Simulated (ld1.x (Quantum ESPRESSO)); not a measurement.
# What one change does to a pseudopotential (silver (Ag), TM)

silver, norm-conserving Troullier–Martins (Kleinman–Bylander form), made with ld1.x (Quantum ESPRESSO) 7.5 (PBE, fully relativistic). Core [Ar] 3d10, reference 4s2 4p6 4d10 5s0 5p1. Waves: 4p (bound): rc 1.70 bohr; 4d (bound): rc 1.45 bohr; 4s (bound): rc 1.15 bohr. Local part: the s channel. Core correction: none.

Open shells are filled in proportion to 2j + 1 (rel_dist='average').

Occupied shells without a wave of their own: 5p. They enter only through the test configuration that unscreens the potential.

All-electron outer shells of the reference configuration (PBE, scalar-relativistic, ld1.x):

```tsv
shell	level (eV)	outermost node (bohr)	outermost maximum (bohr)
3p	-559.45	0.15	0.32
3d	-360.43	–	0.27
4s	-97.07	0.44	0.82
4p	-60.61	0.44	0.88
4d	-9.43	0.43	1.04
5s	-5.76	1.11	2.43
5p	-1.69	1.25	3.58
```

Change: wave 4s (bound): rc 1.15 bohr becomes 4s (bound): rc 0.94 bohr.

Cutoffs: the cutoffs (Ry, on a coarse ladder) from which the occupation-weighted sum of valence levels, in a spherical-Bessel basis at the reference potential, stays within 10 and 1 mRy of its value at 400 Ry; they do not see the model core or the augmentation charge, which bear on the density cutoff. Errors are all-electron minus pseudo energies relative to the spin-unpolarised reference configuration.

Task: How do hardness, ghosts and transferability respond?

Result: The potential gets harder (110 Ry and 200 Ry → 140 Ry and 260 Ry); of the 7 tests that both files solve, the error grows in 6 and shrinks in 1 by more than 15 % and 0.3 meV (median size 195.2 → 246.3 meV); neither file shows a bound ghost at the reference potential, the only one tested. A smaller radius makes the pseudo-wave follow the all-electron one further in, where it bends more sharply, so more plane waves are needed.

| quantity | base | changed |
| --- | --- | --- |
| cutoff, loose | 110 Ry | 140 Ry |
| cutoff, tight | 200 Ry | 260 Ry |
| loose cutoff by channel (10 mRy a level) | p 35 Ry, d 55 Ry, s 100 Ry | p 35 Ry, d 55 Ry, s 140 Ry |
| bound ghosts | none | none |
| largest miss of a reference level, eV | 0.12 | 0.16 |
| error for 4s2 4p6 4d10 5s1 5p0, meV [ΔE -3.86 eV] | +195 | -11 |
| error for 4s2 4p6 4d10 5s0 5p0, meV [ΔE 3.90 eV] | -206 | -248 |
| error for 4s2 4p6 4d9 5s0 5p0, meV [ΔE 26.01 eV] | -423 | -527 |
| error for 4s2 4p5 4d10 5s1 5p0, meV [ΔE 61.51 eV] | +169 | -246 |
| error for 4s2 4p6 4d10 5s0.5 5p0, meV [ΔE -0.84 eV] | +19 | -119 |
| error for 4s2 4p6 4d9 5s1 5p0, meV [ΔE 9.29 eV] | +169 | -206 |
| error for 4s2 4p6 4d7 5s0 5p0, meV [ΔE 113.91 eV] | -846 | -1121 |
| s: phases at 1.86 bohr within 0.05 rad from the reference energy up to (Ry; the scan ends near 5) | -0.6 | 0.4 |
| p1/2: phases at 1.86 bohr within 0.05 rad from the reference energy up to (Ry; the scan ends near 5) | 0.5 | 0.8 |
| p3/2: phases at 1.86 bohr within 0.05 rad from the reference energy up to (Ry; the scan ends near 5) | 0.1 | -0.2 |
| d3/2: phases at 1.86 bohr within 0.05 rad from the reference energy up to (Ry; the scan ends near 5) | 4.3 | to the end of the scan |
| d5/2: phases at 1.86 bohr within 0.05 rad from the reference energy up to (Ry; the scan ends near 5) | 4.2 | 5.0 |

Base: The 5p level has no wave, so the channel is fitted at the deeper level alone: the likely source of the large errors. Changed file: These tests converged, but a pseudo level misses the all-electron one widely, so the file describes the atom poorly there or has found another state: 4s2 4p6 4d7 5s0 5p0: empty 5p by 3.9 eV (a node warning on the way). The 5p level has no wave, so the channel is fitted at the deeper level alone: the likely source of the large errors.
